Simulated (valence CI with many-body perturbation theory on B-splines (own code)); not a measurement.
The numbers below are computed, except where a source is named.
## V17+: what the settings do

Method: valence CI with perturbative core correlation (CI+MBPT): four valence electrons over a frozen Dirac-Fock core [He], radial functions for each j: 6 s, 6 p, 5 d, 3 f, 1 g, with the one-electron correlation potential Σ1 (screened to all orders), the two-electron term Σ2, the three-electron term Σ3, Breit, model QED; selected single and double excitations, second order for the rest, scaled by the run's own slope (own B-spline code, finite nucleus).

No measured levels were compared; by estimate levels of excited configurations hold to 0.05 to 0.15 % of their energy, terms of the ground configuration to about 0.5 %.

The reference run has the lowest level 2s²2p² ³P_0 and an ionisation energy of 1260.13 eV. Its largest variational space holds 11603 state functions.

| Level | Reference (cm⁻¹) | Shift (cm⁻¹) |
| --- | --- | --- |
| 2s²2p² ³P_1 | 37846 | +1603 |
| 2s²2p² ³P_2 | 68189 | +3835 |
| 2s²2p² ¹D_2 | 161233 | +4126 |
| 2s²2p² ¹S_0 | 269334 | +2646 |
| 2s2p³ ⁵S°_2 | 366412 | +2141 |
| 2s2p³ ³D°_2 | 623981 | +1312 |
| 2s2p³ ³D°_1 | 625256 | +878 |
| 2s2p³ ³D°_3 | 635113 | +4055 |
| 2s2p³ ³P°_0 | 732193 | +883 |
| 2s2p³ ³P°_1 | 735746 | +1897 |
| 2s2p³ ³P°_2 | 743736 | +2850 |
| 2s2p³ ³S°_1 | 897971 | +1458 |

The ionisation energy moves by +0.65 eV.

(1) Which of these changes was made?
A. Breit term on → off
B. natural orbitals for correlation on → off
C. QED terms on → off

Results:

(1) A. Breit term on → off.
